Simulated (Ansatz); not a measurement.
`O=C(O)O[SiH2][SiH3]` at its PBE0-D4/def2-TZVP geometry, where that method's forces vanish. Total charge 0; spin multiplicity 1.

```csv
atom,x (Å),y (Å),z (Å)
O1,1.180,1.156,0.349
C2,0.416,1.018,1.274
O3,0.245,1.906,2.250
O4,-0.366,-0.026,1.455
Si5,-0.261,-1.280,0.304
Si6,-0.371,-0.441,-1.878
H7,0.840,2.641,2.058
H8,0.992,-2.033,0.563
H9,-1.423,-2.124,0.670
H10,-1.143,0.830,-1.872
H11,0.983,-0.221,-2.439
H12,-1.094,-1.424,-2.734
```

Problem. For each bond, give half the difference of the two atoms' forces along it (eV/Å; positive pushes the atoms apart) under PBE-D4, r2SCAN-D4, B3LYP-D4, ωB97M-V in def2-TZVPP. (Estimate.)

Solution. Ansatz gave: 
```
   bond  length (Å)  PBE-D4  r2SCAN-D4  B3LYP-D4  ωB97M-V
  O1–C2       1.208    0.75       0.24      0.16     0.07
  C2–O3       1.330    0.34       0.20      0.17     0.10
  C2–O4       1.317    0.32       0.19      0.11     0.10
  O3–H7       0.965    0.34       0.00     -0.06    -0.10
 O4–Si5       1.706    0.19      -0.01      0.06     0.09
Si5–Si6       2.340   -0.15       0.00      0.12     0.05
 Si5–H8       1.485    0.06      -0.02     -0.10    -0.14
 Si5–H9       1.482    0.08      -0.03     -0.15    -0.14
Si6–H10       1.486    0.10       0.00     -0.07    -0.10
Si6–H11       1.482    0.09      -0.02     -0.07    -0.10
Si6–H12       1.490    0.09      -0.02     -0.07    -0.10
```

B3LYP here is the variant with VWN-RPA as its local correlation; programs differ in this.
